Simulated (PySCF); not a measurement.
**Dipole response of Ta²⁺ (tantalum, charge +2)**

[Xe] 4f14 5d2 6s1, high-spin 4F determinant (an excited configuration). All numbers are calculated (PySCF 2.14, scalar relativity by spin-free X2C-1e, in ANO-RCC-VTZP (8s7p5d3f2g1h, 104 functions)). Coupled (time-dependent) response in atomic units; α is the mean over directions. The basis has no added diffuse functions, which lowers α and C₆.

```
method  mean α (bohr³)  C₆ (like pair)  S(−4)
  PBE0           25.51           166.0  351.2
```

S(−4) is the Cauchy moment in α(ω) = α(0) + S(−4) ω² + …

Spin-orbit coupling is absent.

α(iu) at PBE0:

```csv
u (hartree),α(iu) (bohr³)
0,25.51
0.0500,24.66
0.100,22.50
0.200,17.06
0.300,12.76
0.500,8.091
0.750,5.579
1.00,4.289
1.50,2.884
2.00,2.103
3.00,1.280
5.00,0.6413
```

For an ion, C₆ is the dispersion term alone; charge-induced terms of lower order in 1/R come first.

Spin-orbit coupling, absent here, splits the open shell strongly.
